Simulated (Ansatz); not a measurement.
Breaking the I1–H2 bond in HI (multiplicity 1 held). Energies count from the point at 1.615 Å.


Restricted levels (R-, RO-) in cc, def2 and unpolarised 6-31G sets keep to the state of the molecule at rest. U- levels take the lowest unrestricted solution at each point, which mixes spins at long bonds. Active spaces are followed from rest. Levels need not reach the same state.

Cores are frozen in the correlated methods. Filled d and f shells under p-block atoms count as core.

Programs: Ansatz (a program for electronic structure) with Gaussian orbitals.  In def2 rows elements past Kr take small-core potentials, without spin–orbit coupling.

Energies in kcal/mol.

```
R (Å)  U-r2SCAN/def2-TZVPP  R-B3LYP/def2-TZVPP  U-SCS-MP2/def2-TZVPP  R-CCSDT(Q)/def2-TZVPP  FIC-MRCISD+Q on CASSCF(8,5)/def2-TZVPP
-----  -------------------  ------------------  --------------------  ---------------------  --------------------------------------
1.292                 39.3                39.8                  39.4                   40.2                                    40.1
1.454                  7.2                 7.5                   7.0                    7.4                                     7.4
1.615                  0.0                 0.0                   0.0                    0.0                                     0.0
1.777                  4.9                 4.6                   5.5                    4.8                                     4.8
1.939                 15.4                14.8                  16.7                   15.0                                    15.0
2.181                 34.3                33.3                  46.6                   32.7                                    32.7
2.423                 52.0                51.4                  62.6                   48.5                                    48.4
2.827                 67.8                76.3                  72.4                   65.8                                    65.7
3.231                 74.7                93.7                  75.3                   73.5                                    73.4
3.716                 77.6               107.0                  76.2                   76.4                                    76.4
4.362                 78.7               116.5                  76.5                   77.1                                    77.2
5.169                 78.9               121.9                  76.5                   77.3                                    77.4
6.462                 79.0               124.9                  76.6                   77.3                                    77.4
```

Doubts at one or more of the structures used: a spin-contaminated determinant (U-r2SCAN/def2-TZVPP, U-SCS-MP2/def2-TZVPP); a restricted determinant that unrestricted orbitals would lower (R-B3LYP/def2-TZVPP, R-CCSDT(Q)/def2-TZVPP); other coupled-cluster roots lie near (R-CCSDT(Q)/def2-TZVPP); T1 above 0.05 (R-CCSDT(Q)/def2-TZVPP).
